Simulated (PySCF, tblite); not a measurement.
Species: C5H9NO2Si.
Geometry (GFN2-xTB, Å), atoms numbered from 1 in this order:
```
atom  x, y, z in Å
C1    -1.8332   -1.2167    1.0486
C2    -0.9078   -0.2812    0.8799
O3    -1.0712    0.9126    0.2406
C4    -2.3227    1.1959   -0.3389
Si5    0.8853   -0.3845    1.4923
N6     1.7130   -0.5254   -0.0084
C7     2.3287    0.2642   -0.7654
C8     2.7707   -0.2038   -2.1012
O9     3.3730    0.4732   -2.8908
H10   -2.8468   -1.1356    0.6926
H11   -1.5827   -2.1193    1.5725
H12   -2.2230    2.1727   -0.8093
H13   -2.5854    0.4493   -1.0951
H14   -3.1103    1.2342    0.4204
H15    1.1611    0.7770    2.3433
H16    1.1745   -1.6571    2.1421
H17    2.5801    1.3016   -0.5229
H18    2.4880   -1.2509   -2.3117
```

Method: PBE0/pcSseg-1 in PySCF (dipole) on a GFN2-xTB geometry, gas phase.

Masses are those of the commonest isotopes; rigid-rotor values at the optimised geometry. The values belong to one conformer with, in the numbering `[CH2:1]=[C:2]([O:3][CH3:4])[SiH2:5]/[N:6]=[CH:7]/[CH:8]=[O:9]`, C1–C2–O3–C4 -2°, C1–C2–Si5–N6 111°, C2–Si5–N6–C7 99°, N6–C7–C8–O9 -179°.

Give the principal moments of inertia and the rotational constants in MHz.

Ia = 238.11, Ib = 727.32, Ic = 872.31 u·Å²; 505379 MHz·u·Å²/I gives A = 2122, B = 694.8, C = 579.4 MHz.

What kind of rotor is it?

An asymmetric top; Ray's κ = -0.850.

Is it planar, by Δ = Ic − Ia − Ib?

Not planar: Δ = Ic − Ia − Ib = -93.12 u·Å². For a rigid frame Δ = −2 Σ m c², so Σ m c² = 46.56 u·Å² lies off the ab plane: 14.79 from hydrogen and 31.78 from heavier atoms. The atom farthest from that plane is 1.85 Å away.

Give the other two planar moments, Paa and Pbb, and the rms extents of the mass along the axes.

Paa = Σ m a² = (Ib + Ic − Ia)/2 = 680.76 and Pbb = Σ m b² = (Ia + Ic − Ib)/2 = 191.55 u·Å². With the mass M = 143.04 u, the rms extents √(P/M) along a, b and c are 2.18, 1.16, 0.57 Å.

Which types of transition are allowed, and where do some lines up to J = 5 fall?

The dipole components are |μa| = 2.99 D, |μb| = 0.01 D, |μc| = 0.17 D. Intensities carry the squares of the components, which stand as 1.00 : 0.00 : 0.00 (a : b : c). Some lines, for components of 0.1 D or more:

| type | branch | J(Ka,Kc) | MHz | lower level (cm⁻¹) |
| --- | --- | --- | --- | --- |
| c | Q | 5(1,5) ← 5(0,5) | 803 | 0.630 |
| a | Q | 4(1,3) ← 4(1,4) | 1153 | 0.455 |
| a | R | 1(0,1) ← 0(0,0) | 1274 | 0.000 |
| c | Q | 1(1,1) ← 1(0,1) | 1428 | 0.043 |
| a | R | 3(1,3) ← 2(1,2) | 3645 | 0.171 |
| a | R | 3(2,2) ← 2(2,1) | 3823 | 0.326 |
| c | Q | 3(2,2) ← 3(1,2) | 4114 | 0.316 |
| c | Q | 2(2,1) ← 2(1,1) | 4283 | 0.183 |
| a | R | 4(1,4) ← 3(1,3) | 4853 | 0.293 |
| a | R | 4(0,4) ← 3(0,3) | 5031 | 0.254 |
| a | R | 4(2,3) ← 3(2,2) | 5092 | 0.453 |
| a | R | 4(3,1) ← 3(3,0) | 5111 | 0.701 |
| c | R | 3(1,2) ← 2(0,2) | 5657 | 0.127 |
| a | R | 5(4,1) ← 4(4,0) | 6386 | 1.218 |
| c | R | 3(2,2) ← 2(1,2) | 8452 | 0.171 |
| c | Q | 5(4,2) ← 5(3,2) | 10374 | 1.085 |
| c | R | 5(2,4) ← 4(1,4) | 11401 | 0.455 |
| c | R | 5(3,3) ← 4(2,3) | 13841 | 0.623 |
| c | R | 4(4,1) ← 3(3,1) | 15496 | 0.701 |
| c | R | 5(4,1) ← 4(3,1) | 16770 | 0.872 |

Estimate the classical rotational partition function at 10 K, 298.15 K and 500 K.

Point group C1, symmetry number σ = 1; q = (√π/σ)·√((kT/h)³/(ABC)), k/h = 20836.6 MHz/K: 5770 at 10 K, 939000 at 298.15 K, 2040000 at 500 K.

Its GFN2-xTB frequencies are all real (lowest 21 cm⁻¹). Constants of a rigid frame at the computed geometry: no zero-point averaging, no centrifugal distortion. A rigid rotor knows nothing of internal rotation, which can split or shift real lines. Quadrupole hyperfine structure (14N) is left out.

On an Arm Neoverse V2 with one thread, shared host with 32 logical CPUs at a one-minute load of 8.5, this took 32 s and 0.92 GiB of memory at its peak. This is the PBE0/pcSseg-1 job that gave the dipole, with the shieldings it also computed.
